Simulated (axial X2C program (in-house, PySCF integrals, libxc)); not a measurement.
Working with the constants of AsBr⁻

A bond curve at the PBEsol level, two-component, was computed with an axial X2C code built on PySCF integrals (basis Br dyall-acv3z [9s10p7d5f1g], As dyall-acv3z [10s10p7d5f1g] (cores contracted in-house)) for the state Ω = 3/2 (⟨Sz⟩ = 0.50, ⟨Lz⟩ = 1.00 at PBEsol). Its fit gives Re = 2.4240 Å, ωe = 242.8 cm⁻¹, ωexe = 0.895 cm⁻¹ and αe = 3.445e-04 cm⁻¹; the masses are 78.9183 and 74.9216 u. Two-component means X2C with spin–orbit coupling and atomic mean-field Coulomb and Gaunt terms.

(1) Find the reduced mass, Be and the force constant.

(2) Where do the fundamental and the first overtone lie?

(3) Estimate the centrifugal constant by the Kratzer relation.

(4) A Morse curve ties αe to the other constants (Pekeris). How well does that hold?

(5) Estimate De from a Morse curve and compare with the computed well depth of 1.090 eV to Br- + As.

The state is one determinant whose occupation by symmetry is held fixed; it was picked as the lowest of a PBE0 search that is not exhaustive. De is counted from the lowest determinant-based energies of the atoms at the same level, without counterpoise correction. Density functionals use the spin component along the axis (collinear). The functionals have no current-density term, which raises determinants with orbital currents, atoms included. The highest occupied level of some functionals is positive through self-interaction error; at Hartree–Fock it is bound.

## Answers

(1) From the PBEsol values: μ = 38.4340 u. Be = 16.8576/(μ Re²) = 0.07465 cm⁻¹. k = 5.8918×10⁻⁷ μ ωe² = 1.33 mdyn/Å.

(2) ν(1←0) = ωe − 2ωexe = 241.0 cm⁻¹; ν(2←0) = 2ωe − 6ωexe = 480.2 cm⁻¹.

(3) D = 4Be³/ωe² = 2.82e-08 cm⁻¹.

(4) αe(Morse) = 6Be²/ωe × (√(ωexe/Be) − 1) = 3.391e-04 cm⁻¹; the PBEsol curve gives 3.445e-04 cm⁻¹, a ratio of 0.98.

(5) De(Morse) = ωe²/(4ωexe) = 2.042 eV against 1.090 eV computed, a ratio of 1.87. The extrapolation overshoots: the well softens faster than a Morse curve, or the lowest atomic limit lies below the one to which the curve heads.
